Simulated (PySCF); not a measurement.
## BeH: mean field, correlation and small terms against distance

State: ²Σ⁺, doublet, unpaired electrons σ ↑. ROHF-based CCSD(T) in PySCF 2.14 with Be aug-cc-pVTZ, H aug-cc-pVTZ and Be aug-cc-pVQZ, H aug-cc-pVQZ (frozen core orbitals: 1; no relativity). Correlation energies are extrapolated as n⁻³ (n = 3, 4), Hartree–Fock as (n+1)·exp(−9√n). CV is the change on freezing 0 orbitals instead, in Be cc-pCVTZ, H cc-pVTZ. SR is the spin-free X2C energy in Be cc-pVTZ-DK, H cc-pVTZ-DK less the non-relativistic one in Be cc-pVTZ, H cc-pVTZ. All energies in eV from Be + H.

```tsv
R (Å)	HF/CBS	CCSD corr.	(T)	CV	SR	total
1.1992	-2.003	0.030	-0.0151	-0.0183	0.0021	-2.004
1.2537	-2.122	0.029	-0.0157	-0.0149	0.0021	-2.121
1.3082	-2.176	0.026	-0.0163	-0.0120	0.0022	-2.176
1.3627	-2.179	0.021	-0.0171	-0.0095	0.0021	-2.182
1.4172	-2.140	0.014	-0.0179	-0.0073	0.0021	-2.149
1.4853	-2.047	0.003	-0.0192	-0.0049	0.0021	-2.066
1.5535	-1.915	-0.013	-0.0207	-0.0029	0.0020	-1.950
```

A fit to the total gives Re = 1.3422 Å, De = 2.184 eV, ωe = 2063.0 cm⁻¹, Be = 10.32 cm⁻¹ (masses 9.0122 and 1.0078 u).

Question: At R = 1.3627 Å the CCSD correlation energy is -0.043626 hartree in the smaller basis and -0.044712 in the larger. Extrapolate it.

Answer: (4³·E4 − 3³·E3)/(4³ − 3³) = -0.04550 hartree; the larger basis holds 98.3 % of it.

The T1 diagnostic is 0.021. The state was picked by a PBE0 search and need not be the measured ground state. Spin–orbit coupling, excitations beyond (T) and corrections to the Born–Oppenheimer picture are left out.
